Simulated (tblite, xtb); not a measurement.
H₉PSi₃, charge +1, doublet, geometry from GFN2-xTB (a state made from the parent by changing its charge; the spin is typed, not shown lowest). Base run: GFN1-xTB in xtb.

The xtb input:
```
$ xtb mol.xyz --gfn 1 --chrg 1 --uhf 1 --json

# file mol.xyz
13

Si    -0.76269209     1.81264430    -1.17752802
P      0.00471359    -0.00497380    -0.01293666
Si     2.25368306    -0.34757417     0.26066513
Si    -1.49382621    -1.46128209     0.92595130
H      0.46636718     2.48448747    -1.58733297
H     -1.56421063     2.52973589    -0.18929405
H     -1.53400354     1.21340005    -2.26357662
H      2.84356753     0.48195750    -0.78533161
H      2.39598724    -1.78812083     0.06958047
H      2.50046027     0.11265064     1.62515535
H     -0.71985620    -2.69107204     1.06320692
H     -2.57454756    -1.50552230    -0.05453140
H     -1.84477451    -0.81594199     2.18893598
```

Programs used: tblite, xtb; a row that names a program was run with it.

The base run was repeated with changes; each row names its change, and settings that it needs were set with it.

```
change                                                      ΔE vs base (mEh)  SCF cycles
----------------------------------------------------------  ----------------  ----------
base                                                                   0.000          13
etemp = 1000                                                          -0.076          12
program = tblite; method = gfn1; option = (--alpb, water)            -60.043           -
acc = 0.0001                                                           0.000          19
program = tblite; method = gfn1                                        0.000           -
program = tblite; method = gfn1; option = --spin-polarized            -3.879           -
alpb = thf                                                           -58.258          12
program = tblite; method = gfn1; option = (--etemp, 2000)             -1.566           -
file = coord                                                           0.000          13
```

ALPB and GBSA are two models with their own fitted parameters for each solvent, which aren't always the measured dielectric constant.
